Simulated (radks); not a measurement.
Species: the oxygen anion O2-. Configuration: [Ne]. Method: scalar-relativistic Kohn-Sham, PBE, spin-polarised, spherical densities, finite nucleus; Fermi nuclear charge, rms radius 2.6991 fm; Watson sphere of charge +1.75 and radius 3.3 bohr; computed with a radial shooting solver on a logarithmic mesh with Libxc functionals.

Local quantities along the radius. ELF = 1/(1 + alpha^2) is the electron localisation function; alpha = (tau - tau_W)/tau_unif compares the Pauli kinetic energy density with that of the uniform gas (summed over spins). tau is taken from the large components.

```
   r/bohr * ELF (the largest magnitude, 1, reaches the edge; | marks zero)
   0.0111 |                                                      *
  0.01388 |                                                      *
  0.01737 |                                                      *
  0.02173 |                                                      *
  0.02741 |                                                      *
  0.03429 |                                                      *
   0.0429 |                                                      *
  0.05367 |                                                      *
  0.06768 |                                                      *
  0.08467 |                                                      *
   0.1059 |                                                      *
   0.1325 |                                                      *
   0.1671 |                                                     *
   0.2091 |                                                  *
   0.2616 |                                *
   0.3273 |          *
   0.4127 |     *
   0.5163 |             *
    0.646 |                               *
   0.8082 |                                          *
    1.019 |                                             *
    1.275 |                                             *
    1.595 |                                          *
    1.996 |                                    *
    2.517 |                            *
    3.149 |                      *
    3.939 |               *
    4.928 |        *
    6.215 |  *
    7.776 |*
```

On this mesh the ELF has minima near r = 0.41 bohr, which separate the shells, and maxima near 1.1 (0.84).
